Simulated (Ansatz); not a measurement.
```yaml
crystal:
  periodic: [false, false, false]
  atoms:
    - {symbol: N, position_ang: [-0.252508, 1.520055, 0.010503]}
    - {symbol: Ge, position_ang: [-0.051898, -0.447093, -0.266467]}
    - {symbol: N, position_ang: [-0.013258, -1.012781, 1.141126]}
    - {symbol: Cl, position_ang: [-1.637560, -1.048256, -1.314515]}
    - {symbol: Cl, position_ang: [2.018126, -0.122197, -1.339690]}
    - {symbol: H, position_ang: [-0.892026, 1.736571, 0.241381]}
    - {symbol: H, position_ang: [0.128071, 1.941872, -0.791687]}
    - {symbol: H, position_ang: [-0.050085, -2.153105, 1.340555]}
    - {symbol: H, position_ang: [0.784317, -0.377492, 1.747322]}
basis:
  gaussian: {orbitals: def2-SVP}
hamiltonian: {xc: {name: HF}}
relax: {f_tol: 0.0001, max_steps: 1}
output: {forces: true}
```

```sh
$ ansatz run in.yaml --threads 4 --pin off --events-out ev --progress --plain --max-ram 10444MiB
```

Shortened log:

```
Functional definition: HF
1209 factors; integrals over basis functions are off by at most 2.5e-4 eV
mean field evaluation 1: about -84480.4843 eV, gradient 4.7e1 eV
mean field evaluation 2: about -84480.5730 eV, gradient 4.7e1 eV
mean field evaluation 4: about -84485.4145 eV, gradient 3.3e0 eV
mean field evaluation 8: about -84485.4613 eV, gradient 3.8e-4 eV
mean field -84485.46132168 eV, -3104.7834372694 hartree, gradient 1.7e-5 eV, S^2 0.000000; 0 other end points of the search recorded, 0 dependent functions left out
reference -84485.46132168 eV, -3104.7834372694 hartree; 42, 42 occupied and 74, 74 virtual orbitals, 1209 factors
relax step   1: F+E_penalty+E_count = -84485.46132168 eV  Δ(F+E_penalty+E_count) = +0.000e0 eV  max|allowed force component| = 3.638e1 eV/Å  Δτ_max = 0.0000 Å  (35 SCF iters, accepted)
Error: geometry relaxation did not converge after 1 steps: max|allowed force component| = 3.64e1 eV/Å (threshold 1.0e-4). Raise `relax.max_steps` over both its present limit and 1, loosen `relax.f_tol`, or start from a geometry closer to equilibrium. Where this run's directory can be resumed (`checkpoint.write`), a resume goes on for up to `relax.max_steps` more
```

Question: Something in this input is off. What?

Answer: The relaxation is allowed too few steps for its threshold. The run did not converge.
